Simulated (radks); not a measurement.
Values are calculated unless marked as measured or tabulated.
Sb XL, 12 electrons, occupied as [Ne] 3s2. Level of theory: scalar-relativistic Kohn-Sham, r2SCAN, spin-polarised, spherical densities, finite nucleus; meta-GGA in the generalised Kohn-Sham scheme; Fermi nuclear charge, rms radius 4.6802 fm (a radial shooting solver on a logarithmic mesh with Libxc functionals).

Radial electron density D(r) = 4 pi r^2 rho(r):

r (bohr)   D(r) (e/bohr)
0.0009808          1.642
0.001217           2.394
0.001511           3.469
0.00189            5.058
0.002346           7.208
0.002911           10.16
0.003613           14.12
0.004485           19.28
0.00561            26.04
0.006963           33.86
0.008642           42.60
0.01073            51.46
0.01331            59.19
0.01665            64.32
0.02067            65.14
0.02565            61.79
0.03184            56.23
0.03983            52.41
0.04943            54.81
0.06135            63.71
0.07614            73.36
0.0945             74.17
0.1182             59.98
0.1467             37.75
0.1821             19.92
0.226              12.58
0.2805             10.31
0.3509             6.561
0.4356             2.495
0.5406            0.4934
0.6709           0.04475
0.8327          0.001588

D(r) has 2 maxima, at r = 0.0194, 0.0865 bohr, and minima at 0.0415 bohr, inside which lie 2.07 electrons.
